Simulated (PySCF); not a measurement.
## Field gradients at the hydrogen positions

Species: C9H11OP.
Cartesian coordinates in Å at the GFN2-xTB level; atoms count from 1:
```
atom  x, y, z in Å
C1    -3.794   -0.196    0.028
C2    -2.480   -0.231    0.126
C3    -1.550    0.811   -0.444
C4    -0.637    0.143   -1.437
C5     0.445   -0.543   -1.090
P6     0.902   -0.755    0.650
C7     2.713   -0.326    0.594
C8     3.524   -1.024   -0.461
O9     3.182    0.398    1.433
C10    0.290    0.842    1.233
C11   -0.767    1.425    0.686
H12   -4.416   -0.963    0.455
H13   -4.306    0.603   -0.484
H14   -1.972   -1.037    0.643
H15   -2.141    1.582   -0.948
H16   -0.920    0.239   -2.476
H17    1.048   -1.052   -1.829
H18    3.144   -2.032   -0.621
H19    4.572   -1.054   -0.172
H20    3.435   -0.467   -1.393
H21    0.840    1.277    2.056
H22   -1.123    2.380    1.047
```

Level: PBE0/pcSseg-1 (PySCF, non-relativistic); Q(2H) = 0.00286 b; rigid geometry, the same for H and D, with no vibrational averaging.

Task: Rank these positions by the coupling χzz of a deuteron there, largest first.
A. H14 (vinylic hydrogen)
B. H15 (methine hydrogen)
C. H21 (vinylic hydrogen)
D. H12 (vinylic hydrogen)
E. H20 (methyl hydrogen)

Result: D (227 kHz), C (218 kHz), A (214 kHz), E (208 kHz), B (198 kHz).

Task: What are Vzz, η and χzz (234.96 MHz × Q × Vzz) at all hydrogens?

Result: 
```tsv
atom	bonded to	bond length (Å)	Vzz (au)	η	χzz (kHz)
H12	C1	1.077	0.3380	0.05	227
H13	C1	1.078	0.3356	0.06	226
H14	C2	1.083	0.3180	0.08	214
H15	C3	1.094	0.2954	0.01	198
H16	C4	1.082	0.3257	0.06	219
H17	C5	1.081	0.3304	0.06	222
H18	C8	1.089	0.3091	0.04	208
H19	C8	1.088	0.3111	0.01	209
H20	C8	1.090	0.3096	0.02	208
H21	C10	1.081	0.3251	0.06	218
H22	C11	1.081	0.3267	0.06	220
```

Task: How does χzz go with the bond length over the 11 C–H bonds?

Result: A straight-line fit has a slope of -16.2 kHz for each 0.01 Å, with a correlation coefficient of -0.99, over lengths from 1.077 to 1.094 Å. The longer bonds have the smaller couplings here.

Task: Give the 2H NMR doublet splittings at H12 for a magnetic field along the z, y and x axes of the gradient: 3χ/2, 3χ(1 + η)/4, 3χ(1 − η)/4.

Result: With |χ| = 227.1 kHz and η = 0.051: 341, 179 and 162 kHz, to first order and without motion.

Geometry: GFN2-xTB, one conformer, isolated molecule. GFN2-xTB bond lengths can be off by several hundredths of an ångström, more for odd bonds, and the gradients follow them. The small basis limits the accuracy of the gradients.
